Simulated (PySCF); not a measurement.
Assignment exercise: C₃H₈BF₃O₂Si

Numbering as in the mapped SMILES `[CH3:1][O:2][B:3]([O:4][CH3:5])[SiH2:6][C:7]([F:8])([F:9])[F:10]` (H(Xn): hydrogen on atom n).

Calculated, not measured (PySCF 2.14): PBE0-D3(BJ)/def2-SVP structure, shieldings: GIAO KT3/pcSseg-1. Averaged over atoms made equivalent by symmetry, fast rotation or ring inversion, relativity neglected, one computed conformer, isolated molecule.

Shifts are taken against calculated references (same method and geometry level): TMS for ¹³C (σref 182.31) and ¹H (σref 31.32).

Q: Assign these signals to the numbered atoms. ¹³C{¹H} NMR (computed): δ 133.4 (C), 53.3 (CH3).

A: 
| δ (ppm) | atoms | environment | reason |
| --- | --- | --- | --- |
| 133.4 | C7 | CF3 carbon | 3 electronegative neighbours deshield it |
| 53.3 | C1/C5 | methyl carbon bonded to O | deshielded by the electronegative neighbour |

Q: Assign these signals to the numbered atoms. ¹H NMR (300 MHz, computed): δ 3.86 (m, 2H), 3.74 (s, 6H).

A: 
3.86 → H(Si6), hydrogen on a silicon bonded to C, B
3.74 → H(C1)/H(C5), hydrogen on a methyl carbon bonded to O: its carbon carries O, hence the downfield position

H(Si6) and H(C1)/H(C5) lie closer than the usual error of such a calculation, so a measured spectrum could show them in the other order.

Splittings by ¹⁹F in the carbon and heteronuclear signals aren't shown, as no couplings were computed. Shifts are as computed, not scaled to solution data. Of 1309 compounds with measured shifts, 239 miss one by over three times the rms of a fit or turn the order of signals round; such compounds aren't used in these exercises. Multiplicities follow the n + 1 count of equivalent neighbours, as no J values were calculated; m marks all less simple cases, F and P coupling included.
